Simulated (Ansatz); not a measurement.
C4H10Si can be A, `C[SiH2]C1CC1`, or B, `CC[Si]CC`.

Calculated with Ansatz (gas phase, PBE0-D4/def2-TZVP geometries, no zero-point term in ΔE). CCSD(T)/CBS is the MP2 limit (def2-TZVPP, def2-QZVPP) plus CCSD(T) − MP2 in def2-TZVPP, frozen cores. Functionals use def2-TZVPP. B3LYP here is the variant with VWN-RPA as its local correlation; programs differ in this. Each species was taken in one conformer, which may not be the lowest.

Task: Which is lower in electronic energy at CCSD(T)/CBS, and by how much? (Estimate.)

Result: Computed: A, by 21.8 kcal/mol.

Task: Give E(B) − E(A) in kcal/mol with ωB97M-V, PBE0-D4, CCSD(T)/def2-TZVPP, B2PLYP, MP2/def2-TZVPP, B3LYP, CCSD/def2-TZVPP. (An estimate is asked.)

Result: Computed: ωB97M-V 21.8, PBE0-D4 23.9, CCSD(T)/def2-TZVPP 21.6, B2PLYP 22.9, MP2/def2-TZVPP 25.7, B3LYP 21.8, CCSD/def2-TZVPP 21.7. None reverses the order clearly.

Largest T1 diagnostic: 0.011.

The D4 term adds −1.2 kcal/mol with B3LYP and −0.7 kcal/mol with PBE0; it sums over pairs of atoms, weighted by their polarisabilities, and B3LYP, whose exchange is more repulsive, gets the larger term. From PBE to PBE0 (25 % exact exchange), in def2-TZVPP and without D4, E(B) − E(A) moves by +2.1 kcal/mol.
